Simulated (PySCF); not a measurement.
Vibration and rotation of SnF

UHF-CCSD(T) constants of SnF, ²Π (doublet), unpaired electrons π ↑ (Sn cc-pVDZ-PP with ECP28, F cc-pVDZ; scalar-relativistic core potentials (PySCF 2.14); masses 119.9022 and 18.9984 u):

```
ωe              : 603.1 cm⁻¹
ωexe            : 2.49 cm⁻¹
Be              : 0.26438 cm⁻¹
αe              : 0.00155 cm⁻¹
D (centrifugal) : 2.03e-07 cm⁻¹
De to Sn + F    : 4.15 eV
```

Q: Give the vibrational terms G(v) and spacings up to v = 6.

A: G(v) = ωe(v+½) − ωexe(v+½)².

| v | G(v) (cm⁻¹) | G(v) − G(v−1) | Bv (cm⁻¹) |
| --- | --- | --- | --- |
| 0 | 300.9 |  | 0.2636 |
| 1 | 899.0 | 598.1 | 0.2621 |
| 2 | 1492.2 | 593.1 | 0.2605 |
| 3 | 2080.3 | 588.2 | 0.2590 |
| 4 | 2663.5 | 583.2 | 0.2574 |
| 5 | 3241.7 | 578.2 | 0.2559 |
| 6 | 3814.9 | 573.2 | 0.2543 |

Q: How well does the Morse estimate ωe²/(4ωexe) reproduce De, and what is D0?

A: It gives 4.53 eV, 109 % of the computed De. D0 = De − G(0) = 4.15 − 0.04 = 4.11 eV.

Correlated steps freeze 5 core orbitals. Correlated levels converge slowly with the basis: in double zeta they bind strong bonds too weakly, by up to about 1 eV, and carry superposition errors of some tenths. These are scalar-relativistic numbers at best; spin–orbit coupling would shift them, the dissociation energy most. The state is the lowest determinant that a PBE0 search found; another state may lie lower at other levels.
